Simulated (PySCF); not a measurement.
Worked example: oscillator strength and radiative lifetime

2-methyl-1,3-dioxole (C4H6O2), SMILES CC1OC=CO1.

Geometry optimised at PBE0-D3(BJ)/def2-SVP. Other conformers were not sampled.

PySCF with TDA-B3LYP/def2-SVPD puts the first singlet state with f over 0.02 at 6.09 eV (vertical), with the transition dipole (0.000, 0.000, 0.865) in atomic units.

Problem. Find the oscillator strength, the wavelength and the radiative lifetime that this transition would have in vacuum if emission retraced absorption.

Solution. 
|μ|² = 0.7482 au, so |μ| = 2.20 D. ΔE = 6.09/27.211 = 0.2238 hartree. f = (2/3) ΔE |μ|² = 0.112 (the program prints 0.112).
λ = 1239.84/6.09 = 204 nm; ν = 49119 cm⁻¹.
Einstein's coefficient A = 0.6670 ν² f s⁻¹ (ν in cm⁻¹) = 1.8e8 s⁻¹, so τ = 1/A = 5.6 ns. This state is S3; the lower singlets have f = 0.013, 0.019. The figure is the radiative limit of this one transition; relaxation, internal conversion, crossing to triplets and a medium change what is measured.
